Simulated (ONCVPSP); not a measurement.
**palladium (Pd), ONCV: configuration errors across variants**

ONCVPSP 4.0.1 input, shortened (lines: element, Z, core and valence counts, functional; n l f; lmax; l rc ep ncon nbas qcut; lloc lpopt rc5 dvloc0; l nproj debl; icmod fcfact rcfact), PBE, fully relativistic:

```
  Pd 46.00    6    3        4      upf
    1    0    2.00
    2    0    2.00
    2    1    6.00
    3    0    2.00
    3    1    6.00
    3    2   10.00
    4    0    2.00
    4    1    6.00
    4    2   10.00
    2
    0    1.60    0.00    3    6    6.30
    1    1.05    0.00    4    8    7.50
    2    1.45    0.00    4    7    6.20
    4    5    0.70    6.00
    0    1    1.60
    1    2    3.40
    2    3    2.80
    3    2.50    1.30
```

Open shells are filled in proportion to 2j + 1.

All-electron excitation energies from the reference (eV): (1) 4s2 4p6 4d9 9.120; (2) 4s2 4p6 4d8 29.939; (3) 4s2 4p6 4d9.5 3.236.

A true bound ghost makes a file unfit for plane-wave use even where its test errors are small: the radial tests pick states by their node count and pass the ghost by.

Errors AE − PS in meV (a dash: test not solved or not reliable):

| change | (1) | (2) | (3) | bound ghosts | GHOST(+) flags above zero |
| --- | --- | --- | --- | --- | --- |
| base | -1.2 | -2.4 | -0.5 | s | d5/2, d3/2 |
| local potential polynomial inside 0.70 bohr (lpopt 5, dvloc0 -2 Ha) | -2.2 | -4.8 | -0.9 | s | p3/2, d5/2, d3/2 |
| local potential polynomial inside 0.70 bohr (lpopt 5, dvloc0 0 Ha) | -1.8 | -3.7 | -0.7 | s | d5/2, d3/2 |
| local potential polynomial inside 0.70 bohr (lpopt 5, dvloc0 1 Ha) | -1.6 | -3.3 | -0.7 | s | d5/2, d3/2 |
| local potential polynomial inside 0.70 bohr (lpopt 5, dvloc0 5 Ha) | -1.3 | -2.6 | -0.5 | s | d5/2, d3/2 |
| local potential polynomial inside 0.70 bohr (lpopt 5, dvloc0 5.5 Ha) | -1.3 | -2.5 | -0.5 | s | d5/2, d3/2 |
| local potential polynomial inside 0.70 bohr (lpopt 5, dvloc0 7.5 Ha) | -1.2 | -2.3 | -0.5 | s | d5/2, d3/2 |
| local potential polynomial inside 0.70 bohr (lpopt 5, dvloc0 9 Ha) | -1.1 | -2.5 | -0.4 | s | d5/2, d3/2 |

**Question.** Give the same row for: local potential polynomial inside 0.70 bohr (lpopt 5, dvloc0 2.5 Ha).

**Answer.** -1.5, -3.0, -0.6; bound ghosts: s; GHOST(+) flags above zero: d5/2, p1/2, d3/2.
